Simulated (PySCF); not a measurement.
BiP: frontier orbitals

TPSS at R = 2.263 Å; PySCF, scalar-relativistic core potentials, basis sets Bi def2-TZVPP with ECP60, P def2-TZVPP. State: ¹Σ⁺ (singlet), closed shell. Only the outer orbitals are listed, counted within each symmetry, core potentials removing the inner ones.

| orbital | occ. | ε (eV) | on Bi (%) | main shells (%) |
| --- | --- | --- | --- | --- |
| 7σ | 2 | -16.21 | 62 | 60 Bi s, 32 P s |
| 8σ | 2 | -12.13 | 40 | 58 P s, 32 Bi s |
| 9σ | 2 | -6.32 | 42 | 54 P p, 38 Bi p |
| 4π | 2 | -6.08 | 47 | 52 P p, 46 Bi p |
| 4π | 2 | -6.08 | 47 | 52 P p, 46 Bi p |
| 5π | 0 | -3.29 | 55 | 53 Bi p, 44 P p |
| 5π | 0 | -3.29 | 55 | 53 Bi p, 44 P p |
| 10σ | 0 | -0.06 | 75 | 77 Bi p, 33 P p |

Problem. Which are the highest filled and the lowest empty level, where do they sit, and how wide is the gap?

Solution. Highest filled 4π at -6.08 eV (in %: 52 P p, 46 Bi p); lowest empty 5π at -3.29 eV (in %: 53 Bi p, 44 P p); the gap at TPSS is 2.79 eV.

| Item | Value |
| --- | --- |
| bond order (Mayer) | 2.95 |
| ⟨S²⟩ | 0.000 |
| charge on Bi (Mulliken, basis-dependent) | 0.28 |
| charge on Bi (Löwdin, basis-dependent) | 0.13 |
| dipole moment (positive dipole means Bi(−)P(+)) | -2.12 D |

Spin–orbit coupling is left out, which matters for elements this heavy, above all for dissociation energies.
